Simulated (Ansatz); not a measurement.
Ansatz results at the PBE0-D4/def2-TZVP geometry: LUMO energy (ωB97M-V/def2-TZVPP) 2.13 eV; zero-point energy (PBE0-D4/def2-TZVP) 225.5 kJ/mol; LUMO energy (B3LYP/def2-TZVPP) 0.10 eV.

Each molecule was computed in one conformer, which needn't be the lowest.

Q: Which molecule gave them?
A. `CCC#N`
B. `SCC1CO1`
C. `SCc1ccccc1`
D. `CCSC=O`

A: B. The others give `SCc1ccccc1`: 1.50, 337.1, -0.68; `CCC#N`: 2.07, 195.6, 0.18; `CCSC=O`: 1.45, 227.4, -1.03.

B3LYP here is the variant with VWN-RPA as its local correlation; programs differ in this.
